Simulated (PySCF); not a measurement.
This PySCF input asks for the NMR shieldings of `C(C)(=O)[C@@H](C)OB(O)C#N`, C₅H₈BNO₃; the geometry comes from GFN2-xTB.

```python
import basis_set_exchange as bse
import numpy as np
from pyscf import gto, dft
from pyscf.prop import nmr

atoms = """
C    -2.035533    0.670892   -1.472200
C    -0.765252    0.027803   -1.005495
O    -0.077711   -0.661885   -1.720019
C    -0.421147    0.277266    0.467560
C    -0.702357   -1.024272    1.233459
O     0.895209    0.727312    0.695633
B     2.087143    0.174771    0.341965
O     2.331522   -0.840406   -0.492053
C     3.302020    0.856607    1.026174
N     4.197169    1.358651    1.535458
H    -2.844272    0.458060   -0.776585
H    -2.293639    0.320033   -2.468116
H    -1.891880    1.750337   -1.496710
H    -1.063746    1.076400    0.859385
H    -0.464153   -0.880352    2.284325
H    -0.085180   -1.830462    0.842755
H    -1.749803   -1.300112    1.139158
H     1.572850   -1.154325   -1.006350
"""
names = dict.fromkeys(["C", "O", "B", "N", "H"], "pcSseg-1")
basis = {el: gto.basis.parse(bse.get_basis(n, elements=[el], fmt="nwchem")) for el, n in names.items()}
mol = gto.M(atom=atoms, basis=basis, charge=0, verbose=0)
mf = dft.RKS(mol, xc="PBE0")
mf.grids.level = 2
mf.grids.alignment = dft.numint.BLKSIZE   # the property module wants whole blocks of grid points
mf.conv_tol = 1e-9
mf.kernel()

calc = nmr.RKS(mf)   # GIAO
C = mf.mo_coeff
Co = C[:, mf.mo_occ > 0]
resp = mf.gen_response(singlet=True, hermi=2)
def vind(x):   # induced exchange potential for any number of trial vectors
    d = np.einsum("pi,xij,qj->xpq", C, 2 * x.reshape(-1, C.shape[1], Co.shape[1]), Co, optimize=True)
    return np.einsum("xpq,pi,qj->xij", resp(d - d.transpose(0, 2, 1)), C, Co, optimize=True).ravel()
mo1, _ = nmr.rhf.solve_mo1(calc, with_cphf=vind)
sigma = calc.kernel(mo1)
for i, s in enumerate(sigma):   # ppm
    w = np.linalg.eigvalsh((s + s.T) / 2)
    print("%2d %-2s iso %8.1f  s11 %8.1f  s22 %8.1f  s33 %8.1f" % (i, mol.atom_pure_symbol(i), w.mean(), *w))
```

**Question.** What does it print?

**Answer.** 
```
 0 C  iso    154.3  s11    132.6  s22    140.3  s33    190.1
 1 C  iso    -36.8  s11   -117.1  s22    -92.5  s33     99.3
 2 O  iso   -287.4  s11   -806.9  s22   -393.3  s33    338.1
 3 C  iso    106.4  s11     88.6  s22     90.8  s33    139.6
 4 C  iso    165.0  s11    151.0  s22    159.7  s33    184.4
 5 O  iso    188.3  s11     99.1  s22    182.3  s33    283.3
 6 B  iso     86.1  s11     59.2  s22     94.8  s33    104.3
 7 O  iso    183.3  s11     65.0  s22    207.4  s33    277.6
 8 C  iso     60.8  s11    -56.2  s22    -50.0  s33    288.7
 9 N  iso    -70.1  s11   -278.5  s22   -232.5  s33    300.7
10 H  iso     29.2  s11     25.9  s22     29.5  s33     32.2
11 H  iso     29.5  s11     25.8  s22     27.5  s33     35.0
12 H  iso     29.1  s11     26.0  s22     28.2  s33     33.2
13 H  iso     26.8  s11     22.7  s22     26.0  s33     31.8
14 H  iso     30.1  s11     26.6  s22     27.7  s33     36.0
15 H  iso     30.2  s11     26.2  s22     30.3  s33     34.1
16 H  iso     30.6  s11     26.4  s22     28.7  s33     36.7
17 H  iso     23.6  s11     14.6  s22     21.5  s33     34.6
```

These numbers come from an equivalent density-fitted implementation of the same equations, which agrees with the script to about 0.01 ppm for H and up to a few tenths of a ppm for heavy atoms, so last digits may differ.

Size and cost of the density-fitted run: 210 basis functions, 44 s wall time on 1 thread of an Arm Neoverse V1, shared host; peak memory 0.94 GiB.
